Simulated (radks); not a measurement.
Valence configurations of Er+ (all share [Xe]). Method: scalar-relativistic Kohn-Sham, PBE, spin-unpolarised, spherical densities, finite nucleus; Fermi nuclear charge, rms radius 5.2516 fm; computed with a radial shooting solver on a logarithmic mesh with Libxc functionals. Energies are relative to 4f12 6s1; eigenvalues in eV.

valence           E (eV)    e(4f)    e(5d)   e(6p)    e(6s)
4f12 6s1           0.000   -9.722        -       -   -9.057
4f12.5 6s0.5       0.348   -6.262        -       -   -8.284
4f12 6s0.5 6p0.5   1.798  -10.437        -  -5.860   -9.478
4f13               1.869   -3.708        -       -        -
4f12.5 6p0.5       2.009   -6.961        -  -5.393        -
4f12 6p1           3.614  -11.140        -  -6.230        -
4f11 5d1 6s1       5.452  -16.047   -8.120       -   -9.798
4f11 6s0.5 6p1.5  10.431  -20.369        -  -7.442  -11.780
4f10 5d1 6s2      15.676  -25.625  -11.074       -  -11.284
4f10 5d2 6s1      16.217  -23.129   -9.498       -  -10.357

NIST lists [Xe] 4f12 6s1 as the ground configuration; this level of theory agrees among the configurations tried. The energies are those of spherical spin-averaged densities, not of single terms.
